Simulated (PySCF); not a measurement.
Species: TaCl5 (singlet state).
SMILES: `[Cl][Ta]([Cl])([Cl])([Cl])[Cl]`

The closed-shell ground state was solved at several levels (PySCF, density fitting, gas phase). Isolated species at its PBE0-D3(BJ)/def2-SVP geometry, gas phase. Atoms past krypton carry effective core potentials; spin–orbit coupling is left out. The dipole stays under 0.02 D at every level.

```csv
level,basis functions,HOMO (eV),LUMO (eV),gap (eV)
KT2/pcSseg-1 (def2-TZVP on Ta),160,-8.06,-4.68,3.38
PBE0/pcSseg-1 (def2-TZVP on Ta),160,-9.35,-3.94,5.41
```

**Question.** What might CAM-B3LYP/def2-SVPD (170 basis functions) give for the same quantities?

**Answer.** HOMO -10.59 eV, LUMO -2.99 eV, gap 7.60 eV.

**Question.** Over all these levels, which gives the widest orbital gap and which the narrowest?

**Answer.** CAM-B3LYP/def2-SVPD (range-separated hybrid) has the widest, 7.60 eV, and KT2/pcSseg-1 (def2-TZVP on Ta) (GGA) the narrowest, 3.38 eV. Functional and basis both differ between the two, so the spread mixes both effects.
